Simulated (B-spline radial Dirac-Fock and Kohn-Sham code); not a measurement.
# Auger decay of the N3 hole in Re⁴⁺

System: rhenium as Re⁴⁺ in the configuration [Xe] 4f14 5d3.

The computed values come from a radial atomic solver: independent-particle radiative and Coulomb Auger rates from relativistic LDA hole-state orbitals, with Dirac-Fock energies. Kinetic energies are configuration averages from the vacuum level; the two-hole energies are estimated from single-hole states.

| transition | kinetic energy (eV) | width (meV) | share (%) |
| --- | --- | --- | --- |
| N3-N5O1 | 24.40 | 777 | 8.1 |
| N3-N4N7 | 49.97 | 340 | 3.6 |
| N3-N4O3 | 59.76 | 395 | 4.1 |
| N3-N5O2 | 60.83 | 784 | 8.2 |
| N3-N5N6 | 61.23 | 1730 | 18.1 |
| N3-N5N7 | 65.40 | 1960 | 20.5 |
| N3-N5O3 | 73.33 | 1060 | 11.1 |
| N3-N5O5 | 121.3 | 253 | 2.6 |
| N3-N6O3 | 295.5 | 362 | 3.8 |
| N3-N7O3 | 298.0 | 441 | 4.6 |

Coster-Kronig rates are the weakest part of this model and often come out 1.5 to 2.5 times too large. Super-Coster-Kronig decay this fast strains the one-particle picture, and such widths tend to come out too large. The listed channels hold 85 % of the non-radiative rate. Summed by principal shells, of 9.56 eV in all: NNO 52.0 %, NNN 46.6 %, NOO 1.4 %.
